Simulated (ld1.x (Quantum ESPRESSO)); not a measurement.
## Logarithmic derivatives: fluorine, TM

| Property | Result |
| --- | --- |
| Element | fluorine (F) |
| Generator | ld1.x (Quantum ESPRESSO) 7.5 |
| Type | norm-conserving Troullier–Martins (Kleinman–Bylander form) |
| Functional | PBEsol |
| Relativity | non-relativistic |
| Frozen core | [He] |
| Valence charge | 7 |
| Reference configuration | 2s1.5 2p5.5 |
| Partial waves | 2p (bound): rc 1.05 bohr; 3d channel at 0.1 Ry: rc 1.05 bohr; 2s (bound): rc 0.55 bohr |
| Local potential | the s channel |
| Core correction | Bessel-smoothed model core, default radius (core density twice the valence density) |

The phase is arctan(r·u′/u) with u = r·R(r), unwrapped; energies in Ry, scanned from -4 to 5 Ry. A pole is an energy at which the radial function vanishes at the test radius. The pseudo phase is shifted by a multiple of π to meet the all-electron one at the reference energy, and phase errors are pseudo minus all-electron; the curves can meet again beyond the range given. Levels narrower than the energy grid can be missing from the lists of poles.

```json
{"channel": "s", "radius (bohr)": "1.14", "reference energy (Ry)": "-2.20", "poles, all-electron": "2.21", "poles, pseudo": "2.18", "unbroken range about the reference energy with phases within 0.05 rad": "the whole range", "phase error 1 Ry above the reference energy (rad)": "-0.000"}
{"channel": "p", "radius (bohr)": "1.14", "reference energy (Ry)": "-0.83", "poles, all-electron": "2.58", "poles, pseudo": "2.63", "unbroken range about the reference energy with phases within 0.05 rad": "the whole range", "phase error 1 Ry above the reference energy (rad)": "+0.001"}
{"channel": "d", "radius (bohr)": "1.14", "reference energy (Ry)": "0.10", "poles, all-electron": "none", "poles, pseudo": "none", "unbroken range about the reference energy with phases within 0.05 rad": "the whole range", "phase error 1 Ry above the reference energy (rad)": "+0.000"}
```

Phases in the d channel:

```
E (Ry)  all-electron  pseudo
 -4.00         1.251   1.251
 -3.76         1.246   1.246
 -3.52         1.241   1.241
 -3.28         1.236   1.236
 -3.04         1.230   1.230
 -2.80         1.225   1.225
 -2.56         1.219   1.219
 -2.32         1.213   1.213
 -2.08         1.206   1.206
 -1.84         1.199   1.199
 -1.60         1.192   1.192
 -1.36         1.185   1.185
 -1.12         1.177   1.177
 -0.88         1.168   1.168
 -0.64         1.159   1.159
 -0.40         1.150   1.150
 -0.16         1.140   1.140
  0.08         1.130   1.130
  0.32         1.118   1.118
  0.56         1.106   1.106
  0.80         1.093   1.093
  1.04         1.080   1.080
  1.28         1.065   1.065
  1.52         1.049   1.049
  1.76         1.032   1.032
  2.00         1.013   1.013
  2.24         0.993   0.993
  2.48         0.971   0.971
  2.72         0.947   0.947
  2.96         0.921   0.921
  3.20         0.892   0.892
  3.44         0.860   0.860
  3.68         0.825   0.825
  3.92         0.786   0.786
  4.16         0.743   0.743
  4.40         0.694   0.695
  4.64         0.640   0.641
  4.88         0.580   0.580
```
